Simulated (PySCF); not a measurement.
# Diatomics of K with the second period

PBE0 with double-zeta basis sets in PySCF, for the lowest determinant that a PBE0 search found; no spin–orbit coupling. De refers to high-spin ground-configuration atoms. A positive dipole means M(−)K(+).

| M | basis | state (unpaired electrons) | Re (Å) | ωe (cm⁻¹) | De (eV) | μ (D) |
| --- | --- | --- | --- | --- | --- | --- |
| Li | x2c-SVPall | singlet (closed shell) | 3.423 | 203 | 0.65 | 3.08 |
| Be | def2-SVP | doublet (σ ↑) | 3.418 | 168 | 0.31 | 3.88 |
| B | x2c-SVPall | triplet (σ ↑, π ↑) | 2.870 | 270 | 0.94 | 7.57 |
| C | def2-SVP | quartet (σ ↑, π ↑↑) | 2.547 | 371 | 2.09 | 8.81 |
| N | aug-pcseg-1 | triplet (π ↑↑) | 2.545 | 317 | 1.14 | 8.09 |
| F | x2c-SVPall | singlet (closed shell) | 2.138 | 493 | 4.43 | 7.76 |

The shortest bond is that of KF (2.138 Å), the longest that of KLi (3.423 Å). KF is bound most strongly (4.43 eV) and KBe least (0.31 eV).

The rows differ in basis set, which adds steps of its own.

The state changes along the series, so neighbouring rows are not always alike in their bonding.

Closed-shell solutions of metal pairs were not tested for spin polarisation, which can lower them a little. Weak bonds: KBe. Basis-set superposition, not corrected here, can be much of De in a small basis, most of all at correlated wavefunction levels. Functionals without a dispersion term scatter widely for such bonds, and LDA overbinds them. States were picked by a PBE0 search and need not be the measured ground states.
